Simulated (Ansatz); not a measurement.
Mulliken charges of `S[SiH2][GaH][I]` from PBE/def2-TZVPP in Ansatz (PBE0-D4/def2-TZVP geometry).

| atom | x (Å) | y (Å) | z (Å) | charge (e) |
| --- | --- | --- | --- | --- |
| S1 | -1.540 | 1.603 | -0.329 | -0.239 |
| Si2 | 0.410 | 0.996 | 0.303 | 0.146 |
| Ga3 | 0.727 | -1.300 | -0.342 | 0.279 |
| I4 | -1.409 | -2.608 | -0.141 | -0.235 |
| H5 | -2.104 | 0.409 | -0.056 | 0.135 |
| H6 | 1.365 | 1.919 | -0.363 | -0.033 |
| H7 | 0.605 | 1.122 | 1.776 | -0.039 |
| H8 | 1.945 | -2.141 | -0.847 | -0.014 |

Question: By hand: the dipole of these point charges (1 e Å = 4.8032 D).

Answer: Σ q r = (0.582, -0.009, 0.008) e Å, of length 0.582 e Å = 2.80 D.

Question: How does the dipole of the full density compare? (Best estimate.)

Answer: The calculation gave: (0.302, 0.014, 0.042) e Å, 1.47 D; the point charges give 1.90 times that, at 8° from its direction.

Point charges leave out the atoms' own dipoles, such as those of lone pairs, and Mulliken's split depends on the basis, so the two needn't agree.
